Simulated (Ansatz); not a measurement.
`N#[C][In]([F])[F]` and `[F][In]([F])[Cl]` differ in one atom or group.

Ansatz, PBE0-D4/def2-TZVP geometries, multiplicity 1. 

Elements past krypton have def2 core potentials.

```
                                                                                  property  `N#[C][In]([F])[F]`
ideal-gas entropy at 298 K and 1 bar (rigid rotor, harmonic PBE0-D4/def2-TZVP) / J/(mol·K)                  345
                                                       HOMO energy (B3LYP/def2-TZVPP) / eV               -10.46
                                                   HOMO–LUMO gap (ωB97M-V/def2-TZVPP) / eV                12.18
                                                     HOMO energy (ωB97M-V/def2-TZVPP) / eV               -13.08
                                                        HOMO energy (PBE0/def2-TZVPP) / eV               -10.74
                                            zero-point energy (PBE0-D4/def2-TZVP) / kJ/mol                 29.0
```

Task: Give the same properties after the change, and the shifts. (Estimate.)

Result: The calculation gave: 
```
                                                                                  property  `[F][In]([F])[Cl]`  shift
ideal-gas entropy at 298 K and 1 bar (rigid rotor, harmonic PBE0-D4/def2-TZVP) / J/(mol·K)                 329    -16
                                                       HOMO energy (B3LYP/def2-TZVPP) / eV               -9.62   0.84
                                                   HOMO–LUMO gap (ωB97M-V/def2-TZVPP) / eV               11.04  -1.14
                                                     HOMO energy (ωB97M-V/def2-TZVPP) / eV              -12.20   0.88
                                                        HOMO energy (PBE0/def2-TZVPP) / eV               -9.90   0.84
                                            zero-point energy (PBE0-D4/def2-TZVP) / kJ/mol                11.9  -17.1
```

With PBE0 the HOMO rises by 0.84 eV and the LUMO falls by 0.31 eV, so the gap narrows by about 1.15 eV. PBE moves the HOMO by 0.56 eV and ωB97M-V by 0.88 eV. The zero-point energy changes by -17.1 kJ/mol with -3 modes.

B3LYP here is the variant with VWN-RPA as its local correlation; programs differ in this.
